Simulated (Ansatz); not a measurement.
`B[SiH](C)N=C` + `C#CS` → `BSC#C` + `C=N[SiH2]C`  (cleavage of the B–Si bond)

Calculated with Ansatz (gas phase, PBE0-D4/def2-TZVP geometries, no zero-point term in ΔE). CCSD(T)/CBS is the MP2 limit (def2-TZVPP, def2-QZVPP) plus CCSD(T) − MP2 in def2-TZVPP, frozen cores. This one scheme is used for every species. DFT in def2-TZVPP. One conformer a species, not always the lowest.

| level | ΔE (kJ/mol) |
| --- | --- |
| PBE | -108.0 |
| PBE0 | -101.9 |

Q: What does CCSD(T)/CBS give? (Best estimate.)

A: The calculation gave: -89.1 kJ/mol. The listed levels differ from it by -18.9, -12.8 kJ/mol.

Largest T1 diagnostic among the species: 0.014.

In def2-TZVPP, CCSD(T) changes the Hartree–Fock value by −61.1 kJ/mol (the triples alone add −13.8 kJ/mol) and MP2 by −85.7 kJ/mol. From PBE to PBE0 (25 % exact exchange), in def2-TZVPP and without D4, ΔE moves by +6.1 kJ/mol.
